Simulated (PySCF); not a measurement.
SMILES [SiH3]c1cccs1 (C₄H₆SSi), GFN2-xTB optimised geometry.

```
12

Si     2.27     0.85     0.01
C      0.46     0.36     0.00
C     -0.09    -0.89     0.00
C     -1.50    -0.89     0.00
C     -2.02     0.37     0.00
S     -0.79     1.57     0.00
H      2.51     1.78    -1.09
H      3.05    -0.37    -0.16
H      2.59     1.50     1.28
H      0.50    -1.78     0.00
H     -2.11    -1.78     0.00
H     -3.05     0.67     0.00
```

Density from CAM-B3LYP/def2-TZVP run with PySCF at that geometry.

Minimum of the electron density along straight lines between bonded atoms, close to the bond critical point (lines longer than 1.1 times the sum of covalent radii, or with two minima, are not listed):

| bond | length / Å | ρ at the minimum / e bohr⁻³ | ∇²ρ there / e bohr⁻⁵ | position (fraction from the first atom) |
|---|---|---|---|---|
| Si1–C2 | 1.874 | 0.118 | 0.22 | 0.39 |
| C2–C3 | 1.364 | 0.332 | -0.97 | 0.51 |
| C3–C4 | 1.411 | 0.308 | -0.89 | 0.50 |
| C4–C5 | 1.357 | 0.337 | -1.01 | 0.49 |
| C2–S6 | 1.737 | 0.211 | -0.41 | 0.47 |
| C5–S6 | 1.718 | 0.219 | -0.47 | 0.48 |
| Si1–H7 | 1.464 | 0.126 | 0.17 | 0.49 |
| Si1–H8 | 1.463 | 0.126 | 0.17 | 0.49 |
| Si1–H9 | 1.465 | 0.126 | 0.17 | 0.49 |
| C3–H10 | 1.076 | 0.290 | -1.06 | 0.65 |
| C4–H11 | 1.076 | 0.289 | -1.05 | 0.65 |
| C5–H12 | 1.072 | 0.292 | -1.07 | 0.65 |
